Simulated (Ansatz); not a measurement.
Single points on Li₂Al₅⁺.

```yaml
crystal:
  periodic: [false, false, false]
  atoms:
    - {symbol: Li, position_ang: [-2.389000, -0.572315, 1.648559]}
    - {symbol: Li, position_ang: [1.444767, -1.524102, -2.083366]}
    - {symbol: Al, position_ang: [0.698312, 1.025638, -1.609461]}
    - {symbol: Al, position_ang: [-1.310147, 1.522729, 0.321779]}
    - {symbol: Al, position_ang: [0.260666, 0.471021, 2.032996]}
    - {symbol: Al, position_ang: [2.081177, -0.014629, 0.266884]}
    - {symbol: Al, position_ang: [-0.785774, -0.908332, -0.577391]}
basis:
  gaussian: {orbitals: def2-TZVP, initial_orbitals: start.molden}
total_charge: 1
hamiltonian: {xc: {name: r2SCAN0}, dispersion: d4}
scf: {omitted_lower_state_checks: [starts]}
output: {orbitals: {seedname: orbitals}}
```

The file start.molden holds the orbitals of an earlier run on this structure, at another level or in another basis.

```sh
$ ansatz run in.yaml --threads 4 --pin off --events-out ev --progress --plain --max-ram 4787MiB
```

Output, abridged:

```
Functional definition: r2SCAN0
1653 factors; their error is unknown
mean field evaluation 1: about -33383.9458 eV, gradient 8.7e0 eV
mean field evaluation 2: about -33384.0118 eV, gradient 7.8e-2 eV
mean field evaluation 4: about -33384.0714 eV, gradient 1.6e-4 eV
mean field -33384.07136288 eV, -1226.8419940496 hartree, gradient 2.1e-5 eV, S^2 0.000000; 0 other end points of the search recorded, 0 dependent functions left out
reference -33384.07137512 eV, -1226.8419944992 hartree; 35, 35 occupied and 178, 178 virtual orbitals, 1653 factors
Total energy: -33384.14360873 eV, -1226.8446490354 hartree
Checks for a lower state left out: starts
```

Run time 15 s (4 threads of Arm Neoverse N1 on a shared host), peak host memory 0.74 GiB.

As the first input, with `gaussian: {orbitals: def2-TZVP}`, `hamiltonian: {xc: pbe0, dispersion: d4}` (abridged; 8 s):

```
Functional definition: PBE0
mean field evaluation 16: about -33372.6493 eV, gradient 4.3e-4 eV
mean field -33372.64933403 eV, -1226.4222422315 hartree, gradient 7.9e-5 eV, S^2 0.000000
Total energy: -33372.89791106 eV, -1226.4313772689 hartree
Checks for a lower state left out: starts
```

The first input with `hamiltonian: {xc: pbe, dispersion: d4}` (abridged; 5.5 s):

```
Functional definition: PBE
mean field -33369.98778534 eV, -1226.3244321210 hartree, gradient 1.5e-5 eV, S^2 0.000000
Total energy: -33370.27620836 eV, -1226.3350314715 hartree
Checks for a lower state left out: starts
```

Geometry: PBE-D4/def2-SVP, that of the neutral doublet.

A triplet lies near this restricted singlet, and broken spin symmetry wasn't tried. The order of the spin states hangs on the level: the triplet lies 0.11 eV below the singlet at r2SCAN0-D4/def2-TZVP, but 0.08 eV above it at PBE0-D4/def2-TZVP. The structure comes from a short search, and lower isomers may exist.
